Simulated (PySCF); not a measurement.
## Excitation energy of Mg by level of theory

Mg [Ne] 3s2 (1S) → Mg [Ne] 3d2 (3F), as a difference of total energies. All numbers are calculated (PySCF 2.14, the non-relativistic Hamiltonian (point nucleus), in aug-cc-pCVTZ (8s7p5d3f, 75 functions)). Correlated levels: valence and next inner shell: 1s2 frozen. The calculations carry no spin-orbit coupling.

```
                                method  excitation energy (cm⁻¹)
                                   UHF                    108320
    MP2 (valence and next inner shell)                    114840
SCS-MP2 (valence and next inner shell)                    116000
   CCSD (valence and next inner shell)                    114820
CCSD(T) (valence and next inner shell)                    115040
```

The upper state lies above the first ionisation limit, where it may autoionise and the basis confines it.

The promoted electron is Rydberg-like, and one or two diffuse shells describe it only roughly, which tends to raise the upper state.

The coupled-cluster amplitudes are large for the upper state (T1 above 0.03 or a double amplitude above 0.15), so a single reference is strained.
